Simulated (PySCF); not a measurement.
A run that did not reach its result, on `COc1cc(=O)c1=O` (driver script around PySCF, density fitting, GFN2-xTB geometry as the base; each input is a line of settings and coordinates in Å).

Command:
```bash
OMP_NUM_THREADS=1 python probes_run.py task.json out
```
Input:
```
{"job": {"kind": "j", "xc": "TPSS", "basis": "6-31G-J", "scf": {"max_cycle": 2, "conv": 0.1}}, "charge": 0, "multiplicity": 1}
C      2.077003    -0.009677     0.179994
O      1.017257    -0.842609    -0.272027
C     -0.195934    -0.364704    -0.176855
C     -0.777961     0.794237     0.265048
C     -2.141233     0.345548    -0.046840
O     -3.245910     0.794668     0.045096
C     -1.520512    -0.977866    -0.554023
O     -1.875106    -2.013898    -1.023462
H      2.994093    -0.572039     0.022019
H      1.960046     0.220607     1.241346
H      2.106037     0.919921    -0.392695
H     -0.396582     1.705128     0.686372
```

Output:
```
final grid: 111152 points
cycle   1  E = -418.1870020192  dE =  1.717e+00  |g| = 1.309e+00  |ddm| = 4.140e+00
cycle   2  E = -413.4145626552  dE =  4.772e+00  |g| = 4.380e+00  |ddm| = 7.573e+00
SCF not converged, last energy = -413.4145626552
```

Rough CPU time on one thread of a shared machine: about 12 s.

What went wrong, and what mends it?

The cap of 2 cycles ended the SCF with an orbital gradient of 4.4e+00, before the energy threshold of 0.1 Eh and the gradient threshold (its square root) were both met. Raise the cap. TPSS is a meta-GGA, for which the driver's response step would refuse in any case. Its energy and orbitals aren't self-consistent and shouldn't be used.

Shape of the structure used: `[CH3:1][O:2][c:3]1[cH:4][c:5](=[O:6])[c:7]1=[O:8]`: C1–O2–C3–C4 0°.
